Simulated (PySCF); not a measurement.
# UHF on P (phosphorus, neutral)

Configuration: [Ne] 3s1 3p3 3d1, high-spin 6D determinant (an excited configuration). Computed with PySCF 2.14 in aug-cc-pV(D+d)Z (5s4p3d, 32 functions), with no relativity, point nucleus.

* Total energy: -340.228093 hartree
* One-electron energy: -469.1245 hartree
* Hartree (Coulomb) energy: 151.6092 hartree
* Exchange energy: -22.7128 hartree
* Kinetic energy: 340.28930 hartree
* ⟨S²⟩: 8.7500
* ⟨L²⟩: 6.001
* Sum of ⟨r⟩: 15.75 bohr
* Sum of ⟨r²⟩: 34.80 bohr²
* Traceless quadrupole moment −½Σ⟨3z² − r²⟩ along its main axis: 3.36 e·bohr²
* Density at the nucleus (Gaussians lack the cusp): 2120 bohr⁻³
* Spin density at the nucleus: 6.04 bohr⁻³
* Langevin diamagnetic susceptibility: -27.6 ×10⁻⁶ cm³/mol

```csv
shell,electrons,mean orbital energy (hartree),spread (hartree),"rms radius, mean of both spins (bohr)"
1s α,1,-80.14639,0,0.120
1s β,1,-80.10891,0,0.120
2s α,1,-7.67223,0,0.562
2s β,1,-7.61432,0,0.562
2p α,3,-5.57312,0.00286,0.539
2p β,3,-5.51510,0.00342,0.539
3s α,1,-0.96676,0,2.00
3p α,3,-0.50713,0.01117,2.37
3d α,1,-0.03698,0,3.40
```

The outer electron is Rydberg-like, and this basis confines it to a smaller radius and binds it less than a complete one would.

Spin-orbit constants ζ (cm⁻¹) from the X2C one-electron operator on these orbitals (non-relativistic here): bare nucleus, nucleus screened by l(l+1)(2l+1)/3 electrons, and screened by the Breit-Pauli mean field of the electrons.

| shell | bare | screened nucleus | mean field |
| --- | --- | --- | --- |
| 2p | 5374 | 4657 | 4327 |
| 3p | 329.5 | 285.6 | 261.3 |
| 3d | 8.645 | 2.882 | 1.359 |

To first order the Landé constant is A = 0.2719 cm⁻¹, so the lowest level has J = 1/2 and lies 0.000236 eV below the centre of the term. This holds in LS coupling only.
